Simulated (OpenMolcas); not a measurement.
# How basis sets differ on ZrO2 (zirconia)

ZrO2: 3 atoms, total charge 0, spin state singlet. As SMILES, `[O]=[Zr]=[O]`. Geometry: relaxed at PBE0-D4/def2-TZVP.

```xyz
3

O     0.6545    1.2525    0.3884
Zr    0.3485   -0.4817    0.3518
O    -1.0030   -0.7708   -0.7401
```

Quantity: the vertical ionisation energy (to the doublet cation), in eV. The values are calculated.

```csv
level,kind,program,value (eV),CPU time (all runs)
HF/def2-SV(P) (core potential),Hartree–Fock,OpenMolcas,7.38,5.6 s
HF/def2-SVP (core potential),Hartree–Fock,OpenMolcas,7.46,6.7 s
HF/def2-TZVP (core potential),Hartree–Fock,OpenMolcas,7.43,26 s
HF/def2-TZVPP (core potential),Hartree–Fock,OpenMolcas,7.45,44 s
"HF/def2-QZVP (RICD fitting, core potential)",Hartree–Fock,OpenMolcas,7.47,83 s
"HF/def2-QZVPP (RICD fitting, core potential)",Hartree–Fock,OpenMolcas,7.47,1.7 min
```

Spin-orbit coupling, which can split open shells on such heavy atoms by tenths of an eV, is left out. The values span 7.38 to 7.47 eV. Spin contamination of the reference (⟨S²⟩ at least 0.1 too high) touches HF/def2-SV(P), HF/def2-SVP, HF/def2-TZVP, HF/def2-TZVPP, HF/def2-QZVP, HF/def2-QZVPP. CPU times are rough (shared hosts, several kinds of processor): they show what a rung costs within a factor of a few.
